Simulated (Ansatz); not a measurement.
Reaction (redistribution): `N=C1BN1` + `OC(F)[SeH]` → `N=C1NB1F` + `OC[SeH]`

Calculated with Ansatz (gas phase, PBE0-D4/def2-TZVP geometries, no zero-point term in ΔE). CCSD(T)/CBS adds triple-zeta CCSD(T) − MP2 to the extrapolated MP2 energy (def2 sets, frozen cores). DFT in def2-TZVPP. For Se outer-core shells are correlated without core-valence functions, which leaves a few kJ/mol of doubt a bond. Scalar relativity is left out up to krypton. Each species was taken in one conformer, which may not be the lowest.

| level | ΔE (kJ/mol) |
| --- | --- |
| PBE-QIDH | -174.4 |
| revPBE | -166.3 |
| LC-ωPBE | -168.2 |
| RPA@PBE/def2-TZVPP | -166.1 |

Q: What does CCSD(T)/CBS give? (An estimate is asked.)

A: Computed: -173.3 kJ/mol. The listed levels differ from it by -1.1, 7.0, 5.1, 7.2 kJ/mol.

Largest T1 diagnostic among the species: 0.015.

Leaving LDA and LC-ωPBE aside and taking each functional with its dispersion term where it has one, the values, not all of them listed here, spread over 11.2 kJ/mol, from B97M-V to ωB97X-V. From BLYP to BHLYP (50 % exact exchange), in def2-TZVPP and without D4, ΔE moves by −5.8 kJ/mol.
